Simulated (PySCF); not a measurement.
# Gas-phase XPS of (HGaNH)3 ring, computed

Species: (HGaNH)3 ring, Ga3H6N3.
Bonds: Ga1–N3, Ga1–N9, N3–Ga4, Ga4–N6, N6–Ga7, Ga7–N9. Hydrogens: H2 on Ga1; H10 on N3; H5 on Ga4; H11 on N6; H8 on Ga7; H12 on N9.

Method used: delta-SCF UKS SCAN, pcX-2 on the ionised atom, pcseg-1 elsewhere, spin-free X2C in PySCF 2.14.0. Binding energies are ΔSCF values: E(core-ionised, relaxed orbitals) − E(ground state) at a fixed geometry, referred to the vacuum level.

**Question.** List the computed XPS lines with their assignment.

**Answer.** 
```csv
atom(s),bonded to,level,binding energy (eV),count
N3/N6/N9,H and 2 Ga,N 1s,403.25,3
```

**Question.** Which photon energy gives electrons from N 1s of N3/N6/N9 a kinetic energy of 200 eV, and what is their de Broglie wavelength?

**Answer.** hν = 403.25 + 200 = 603.25 eV, recoil neglected; λ = 12.264 Å/√(E/eV) = 0.87 Å.

**Question.** What is the longest wavelength that can ionise N 1s of N3/N6/N9 vertically?

**Answer.** λ = hc/E = 12398.42 eV Å / 403.25 eV = 30.746 Å.

The first atom of each set that the bonding makes equivalent was ionised and stands for the set. No level of gallium is listed. One conformer (not necessarily the lowest) at the PBE0-D3(BJ)/def2-SVP geometry, without solvent, vibrations or thermal averaging.

On AMD EPYC, one thread, no GPU (shared host), this took 20 s of wall time and 0.43 GiB of memory at its peak.
